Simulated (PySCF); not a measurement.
C4H4N2, SMILES c1cncnc1.

The structure is a stationary point at PBE0-D3(BJ)/def2-SVP.

Two levels are set side by side: PBE/def2-TZVP (PySCF) and r2SCAN/def2-TZVP (PySCF). Same geometry, gas phase. Differences are taken from unrounded values.

```json
[
 {"quantity": "orbital gap (eV)", "r2SCAN": "4.07", "PBE": "3.60", "PBE minus r2SCAN": "-0.47"},
 {"quantity": "highest occupied level (eV)", "r2SCAN": "-6.18", "PBE": "-5.87", "PBE minus r2SCAN": "0.31"},
 {"quantity": "lowest empty level (eV)", "r2SCAN": "-2.10", "PBE": "-2.27", "PBE minus r2SCAN": "-0.17"},
 {"quantity": "dipole moment (D)", "r2SCAN": "2.28", "PBE": "2.25", "PBE minus r2SCAN": "-0.03"},
 {"quantity": "mean polarisability (bohr³)", "r2SCAN": "54.8", "PBE": "55.7", "PBE minus r2SCAN": "0.8"}
]
```

Rough cost on one machine, each run with all the roots and properties that it gave: r2SCAN against PBE about 4 times.
